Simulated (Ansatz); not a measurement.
Z-matrix (Å, degrees):
```
Al
In 1 2.658
H 1 1.587 2 119.9
H 1 1.587 2 119.9 3 177.3
Cl 2 2.378 1 104.7 3 -88.6
H 2 1.720 1 146.0 3 91.3
```

The species carries charge 0 and has multiplicity 1. In takes the def2 core potential.

List the CAM-B3LYP/def2-TZVPP orbital energies in eV (the Gaussian-basis code of Ansatz). (Estimate.)

The calculation gave: Occupied: -2763.24, -1527.19, -257.99, -197.01, -196.93, -196.90, -129.68, -115.21, -86.39, -86.16, -86.06, -75.96, -75.75, -75.71, -23.95, -23.27, -23.20, -23.12, -23.01, -22.34, -14.06, -12.84, -10.46, -10.39, -9.84, -9.82, -8.44. Lowest empty: -1.49, -1.29, 0.26, 1.10, 1.84, 2.10, 2.31, 3.01.
